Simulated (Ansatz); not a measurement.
Si₁₃H₂₀⁻, a cluster cut from cubic silicon. Charge -1, multiplicity 2. Geometry PBE-D4/def2-SVP, that of the neutral singlet; atoms count from 1.

```
atom   x (Å)   y (Å)   z (Å)
 Si1   2.709  -0.640  -2.100
 Si2  -3.557  -1.289   0.667
 Si3  -0.930   0.411  -2.331
 Si4   0.248  -2.125   0.406
 Si5   2.893   0.411   1.592
 Si6  -0.829   1.390   1.456
 Si7   1.621   2.906  -1.041
 Si8  -1.904  -2.958   0.862
 Si9   0.494  -1.392  -1.816
Si10   3.138   1.150  -0.630
Si11  -3.001   0.620   1.932
Si12  -0.587   2.133  -0.763
Si13   0.690  -0.353   1.889
 H14   2.914  -0.185  -3.524
 H15   3.672  -1.767  -1.818
 H16  -4.872  -1.841   1.165
 H17  -3.734  -0.911  -0.779
 H18  -0.564   0.932  -3.700
 H19  -2.372  -0.021  -2.367
 H20   1.261  -3.223   0.644
 H21   3.869  -0.704   1.873
 H22   3.179   1.546   2.545
 H23  -0.509   2.554   2.368
 H24   1.809   3.417  -2.448
 H25   1.890   4.041  -0.083
 H26  -2.229  -4.115  -0.053
 H27  -1.921  -3.464   2.284
 H28   0.222  -2.546  -2.754
 H29   4.549   1.648  -0.846
 H30  -4.015   1.712   1.690
 H31  -3.056   0.242   3.392
 H32  -1.560   3.262  -1.019
 H33   0.482  -0.840   3.306
```

Single mean-field runs in def2-TZVP are fitted with def2-universal-jkfit. The highest occupied level of the charge -1 doublet lies above zero (up to 0.82 eV). By energy differences its removal costs 0.33 eV (vertical, to the charge 0 singlet, at PBE0-D4/def2-TZVP); self-interaction error and the lack of diffuse functions both raise the level.

**Question.** Estimate the Mulliken populations of the heavy atoms from the PBE0/def2-TZVP orbitals of Ansatz.

**Answer.** 
```csv
atom,charge (e),spin (α − β)
Si1,0.02,-0.04
Si2,0.01,0.00
Si3,0.00,-0.03
Si4,0.03,-0.02
Si5,0.02,-0.05
Si6,0.03,-0.02
Si7,0.02,-0.04
Si8,-0.03,0.05
Si9,-0.02,0.16
Si10,-0.02,0.15
Si11,-0.03,0.05
Si12,-0.02,0.16
Si13,-0.03,0.17
```
Mulliken values and Mayer orders depend strongly on the basis.

**Question.** Where does the spin sit?

**Answer.** Summed by element: Si 0.56, H 0.44, of 1 unpaired in all. Largest on single atoms: Si13 0.17, Si12 0.16, Si9 0.16.

**Question.** And the Mayer bond orders between bonded heavy atoms (over 0.3)?

**Answer.** Si1–Si9 0.95 (2.36 Å); Si1–Si10 0.95 (2.36 Å); Si2–Si8 0.96 (2.36 Å); Si2–Si11 0.96 (2.36 Å); Si3–Si9 0.95 (2.35 Å); Si3–Si12 0.95 (2.35 Å); Si4–Si8 0.91 (2.35 Å); Si4–Si9 0.95 (2.35 Å); Si4–Si13 0.95 (2.35 Å); Si5–Si10 0.95 (2.35 Å); Si5–Si13 0.94 (2.35 Å); Si6–Si11 0.91 (2.35 Å); Si6–Si12 0.95 (2.35 Å); Si6–Si13 0.95 (2.35 Å); Si7–Si10 0.95 (2.36 Å); Si7–Si12 0.95 (2.36 Å).
